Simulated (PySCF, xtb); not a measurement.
BrGaH3N, SMILES [NH2][GaH][Br]. One conformer was computed; it need not be the lowest.

Harmonic wavenumbers (cm⁻¹) from GFN2-xTB (xtb 6.7.1) at its own minimum, in rising order: 114, 182, 277, 303, 352, 466, 592, 620, 1448, 1771, 3372, 3430.

Problem. What does PBE-D3(BJ)/def2-SVP run with PySCF give at its own minimum? (Estimate from the structure and the level; the computed values follow.)

Solution. 137, 196, 292, 360, 496, 541, 701, 725, 1454, 1981, 3506, 3619. Paired by order, the mean absolute difference is 90 cm⁻¹ and the zero-point energies are 18.5 and 20.0 kcal/mol.
